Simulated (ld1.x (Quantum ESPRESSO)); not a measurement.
**Li (Z = 3): one change to a TM potential, before and after**

* Element: Li (Z = 3)
* Generator: ld1.x (Quantum ESPRESSO) 7.5
* Type: norm-conserving Troullier–Martins (Kleinman–Bylander form)
* Functional: LDA (PZ)
* Relativity: scalar-relativistic
* Frozen core: [He]
* Valence charge: 1
* Reference configuration: 2s1 2p0
* Partial waves: 2s (bound): rc 2.45 bohr; 2p (bound, empty): rc 4.20 bohr
* Local potential: all-electron potential smoothed inside 2.65 bohr (lloc = -1)
* Core correction: a·sin(br)/r model core, default radius (core density twice the valence density)

Change: core correction a·sin(br)/r model core inside 1.56 bohr.

Cutoffs: the cutoffs (Ry, on a coarse ladder) from which the occupation-weighted sum of valence levels, in a spherical-Bessel basis at the reference potential, stays within 10 and 1 mRy of its value at 400 Ry; they do not see the model core or the augmentation charge, which bear on the density cutoff. Errors are all-electron minus pseudo energies relative to the spin-unpolarised reference configuration.

Question: How do hardness, ghosts and transferability respond?

Answer: Both files are so soft that the ladder of cutoffs tells neither apart; the errors of the 4 common tests hardly move; neither file shows a bound ghost. The default core radius of the base comes out at 1.51 bohr. A wider model core is smoother and lowers the density cutoff, which this test does not measure.

| quantity | base | changed |
| --- | --- | --- |
| cutoff, loose | 6 Ry | 6 Ry |
| cutoff, tight | 6 Ry | 6 Ry |
| bound ghosts | none | none |
| error for 2s0.5 2p0, meV [ΔE 2.04 eV] | +1.0 | +1.0 |
| error for 2s0 2p1, meV [ΔE 1.75 eV] | -4.6 | -4.5 |
| error for 2s1 2p0 (spin-polarised), meV [ΔE -0.23 eV] | +1.1 | +1.4 |
| error for 2s0.5 2p0 (spin-polarised), meV [ΔE 1.95 eV] | +1.1 | +1.3 |
| s: phases at 4.57 bohr within 0.05 rad from the reference energy up to (Ry; the scan ends near 5) | 0.7 | 0.7 |
| p: phases at 4.57 bohr within 0.05 rad from the reference energy up to (Ry; the scan ends near 5) | 0.7 | 0.7 |
